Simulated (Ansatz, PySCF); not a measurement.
C2H5BBrF, SMILES CCB(F)Br.

Geometry optimised at PBE-D3(BJ)/def2-SVP. The structure was generated by enumeration, and PubChem lists no compound with its InChIKey, so it may never have been made. The values are those of a single conformer.

Vertical ionisation energy (IE) and electron affinity (EA) in eV. Rows of orbital energies are one-electron estimates. Where ΔSCF, EOM or ADC give a negative EA the extra electron is unbound and the value depends on the basis.

```json
[
 {"level": "−ε(HOMO), −ε(LUMO), CAM-B3LYP/def2-TZVP (PySCF)", "IE": "9.80", "EA": "-0.43"},
 {"level": "−ε(HOMO), −ε(LUMO), PBE/def2-TZVP (PySCF)", "IE": "7.13", "EA": "1.70"},
 {"level": "ΔSCF, PBE0/def2-SVPD (Ansatz), final states of multiplicity 2 and 2", "IE": "[?]", "EA": "[?]"},
 {"level": "ΔSCF, PBE/def2-SVPD (Ansatz), final states of multiplicity 2 and 2", "IE": "10.34", "EA": "-0.86"}
]
```

### Question
Fill in the missing entries. (The exact figures need the calculation; the answer reports its results.)

### Answer

- ΔSCF, PBE0/def2-SVPD (Ansatz, a program for electronic structure), final states of multiplicity 2 and 2, IE: 10.76
- ΔSCF, PBE0/def2-SVPD (Ansatz), final states of multiplicity 2 and 2, EA: -1.01

### Question
What vertical singlet–triplet gap does ΔSCF give with PBE0/def2-SVPD (Ansatz) and with PBE/def2-SVPD (Ansatz)? (The exact figures need the calculation; the answer reports its results.)

### Answer
5.95 and 5.59 eV (triplet above singlet where positive).
